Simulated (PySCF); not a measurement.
# How the method moves the HOMO and LUMO of `ClCCB(Cl)Cl`

C2H4BCl3.
Z-matrix (Å and degrees, PBE0-D3(BJ)/def2-SVP geometry), rows numbered from 1:
```
Cl
C   1  1.7900
C   2  1.5124  1  111.57
B   3  1.5639  2  116.35  1   179.26
Cl  4  1.7514  3  120.00  2  -177.27
Cl  4  1.7540  3  122.03  2     2.91
H   2  1.0983  1  106.89  3   122.33
H   2  1.0982  1  106.95  3  -122.43
H   3  1.1056  2  110.33  1   -58.24
H   3  1.1050  2  110.39  1    56.32
```

Basis pcSseg-2 throughout (PySCF), one geometry. The structure is a single PBE0-D3(BJ)/def2-SVP conformer in the gas phase; no vibrational or solvent corrections.

Problem. How do the orbital energies, the gap and the dipole change with the method?

Solution. 
```
   method                    kind  HOMO (eV)  LUMO (eV)  gap (eV)  μ (D)  SCF cycles
     BLYP                     GGA      -6.99      -2.38      4.61   0.81          14
    B97-D                     GGA      -7.13      -2.35      4.78   0.78          14
      PBE                     GGA      -7.14      -2.56      4.58   0.79          14
     OPBE                     GGA      -7.15      -2.43      4.71   0.74          15
     BP86                     GGA      -7.24      -2.63      4.61   0.80          14
      KT2                     GGA      -7.25      -2.56      4.69   0.80          15
      LDA                     LDA      -7.26      -2.81      4.45   0.78          14
      KT3                     GGA      -7.27      -2.48      4.78   0.78          15
    B3LYP           global hybrid      -8.28      -1.79      6.49   0.79          13
    B97-2           global hybrid      -8.29      -1.59      6.70   0.76          12
     PBE0           global hybrid      -8.55      -1.60      6.94   0.76          13
 mPW1PW91           global hybrid      -8.57      -1.60      6.97   0.76          13
BHandHLYP           global hybrid      -9.83      -0.49      9.34   0.77          12
CAM-B3LYP  range-separated hybrid      -9.95      -0.44      9.51   0.76          12
  wB97X-D  range-separated hybrid     -10.44       0.27     10.71   0.75          13
  LC-wPBE  range-separated hybrid     -11.38       0.69     12.07   0.71          13
       HF            Hartree–Fock     -11.86       2.19     14.05   0.76          10
```

The HOMO spans 4.87 eV, from BLYP down to HF, and the gap runs from 4.45 eV (LDA) to 14.05 eV (HF). Over the methods BLYP (0 %), B97-D (0 %), PBE (0 %), OPBE (0 %), BP86 (0 %), KT2 (0 %), LDA (0 %), KT3 (0 %), B3LYP (20 %), B97-2 (21 %), PBE0 (25 %), mPW1PW91 (25 %), BHandHLYP (50 %), HF (100 %), a straight line through the gap against the share of exact exchange rises by 0.94 eV for each 10 % (correlation coefficient 0.999). The dipole ranges from 0.71 D (LC-wPBE) to 0.81 D (BLYP). This basis has no diffuse functions.
